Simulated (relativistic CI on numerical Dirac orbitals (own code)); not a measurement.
**Hyperfine structure of Yb LXVIII, mass number 171**

Method of calculation: Dirac-Coulomb-Breit CI, separate exchange-only KLI orbitals for each configuration, model QED (radiative potential, 1s self-energy scaled to tabulated hydrogen-like ionisation energies), unscaled Slater integrals (own radial code, finite nucleus).

CI space (outside the closed core 1s2): 2s, 2p, 3s, 3p, 3d, 4s, 4p, 4d, 4f, 5s, 5p, 5d, 5f, 5g. Levels of other configurations are missing.

Nuclear spin I = 1/2, μ = 0.4923 μN (tables of Stone and Pyykkö). The electronic factors are computed for point nuclear moments, without core polarisation or the Bohr-Weisskopf and QED corrections.

```json
{"Level": "2s ²S1/2", "E (eV)": "0.0", "A (GHz)": "18720"}
{"Level": "2p ²P°1/2", "E (eV)": "177.1", "A (GHz)": "6062"}
{"Level": "2p ²P°3/2", "E (eV)": "1346.9", "A (GHz)": "723"}
{"Level": "3s ²S1/2", "E (eV)": "9816.4", "A (GHz)": "5563"}
{"Level": "3p ²P°1/2", "E (eV)": "9864.4", "A (GHz)": "1867"}
{"Level": "3p ²P°3/2", "E (eV)": "10213.0", "A (GHz)": "223.8"}
{"Level": "3d ²D3/2", "E (eV)": "10225.0", "A (GHz)": "129.6"}
{"Level": "3d ²D5/2", "E (eV)": "10325.1", "A (GHz)": "51.67"}
```

Levels with J = 0, under 50 % of one LS term, or S terms without an open s electron are left out. Small factors come from cancelling terms and can be off by tens of per cent or more.

At this charge energies of transitions that change n are usually good to better than 1 %, and those within a shell (Δn = 0) to a few per cent.

Task: Give the hyperfine levels of 2s ²S1/2 relative to its centre of gravity.

Result: With K = F(F + 1) − I(I + 1) − J(J + 1), E = AK/2: F = 0: -14040, F = 1: 4680 GHz.
